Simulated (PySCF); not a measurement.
B2H4, SMILES BB.

Geometry optimised at B3LYP-D3(BJ)/def2-TZVP.

Method: PBE/def2-TZVPD run with PySCF.

The molecule is in vacuum.

Computed frontier levels, gap, dipole moment and polarisability:
- highest occupied level = -7.29 eV
- lowest empty level = -2.69 eV
- orbital gap = 4.59 eV
- dipole moment = 0.00 D
- quadrupole, principal values (traceless, Buckingham form, about the centre of nuclear charge) = -1.76, 0.88, 0.88 D·Å
- mean static polarisability = 34.2 bohr³ (5.07 Å³)
- polarisability, principal values = 29.2, 29.2, 44.3 bohr³
